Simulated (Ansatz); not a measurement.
InH2(OMe) (CH5InO). Total charge 0; triplet. Geometry B3LYP-D4/def2-TZVP, that of the neutral singlet; atoms count from 1.

```xyz
8

In    0.4717    1.6517   -0.2102
H    -0.8016    2.1015    0.8522
H     1.6889    2.4507   -1.1018
O     0.5654   -0.3288   -0.4848
C    -0.3022   -1.2626    0.1141
H     0.2698   -1.9744    0.7211
H    -0.8327   -1.8339   -0.6570
H    -1.0592   -0.8042    0.7664
```

In the def2 sets In takes a core potential; there is no spin–orbit coupling. At PBE0-D4/def2-TZVP a singlet of charge 0 lies 4.45 eV below the triplet at the same geometry.

Estimate the Mulliken populations from the PBE0/def2-TZVP orbitals of Ansatz.


```csv
atom,charge (e),spin (α − β)
In1,-0.15,1.13
H2,-0.06,-0.05
H3,-0.06,-0.06
O4,-0.06,0.87
C5,-0.23,-0.03
H6,0.19,0.06
H7,0.20,0.08
H8,0.17,0.00
```
Mulliken values depend strongly on the basis.

Where does the spin sit?

Summed by element: In 1.13, H 0.03, O 0.87, C -0.03, of 2 unpaired in all. Largest on single atoms: In1 1.13, O4 0.87, H7 0.08.

And the Mayer bond orders between heavy atoms (over 0.3)?

In1–O4 0.41 (2.00 Å); O4–C5 1.06 (1.41 Å).
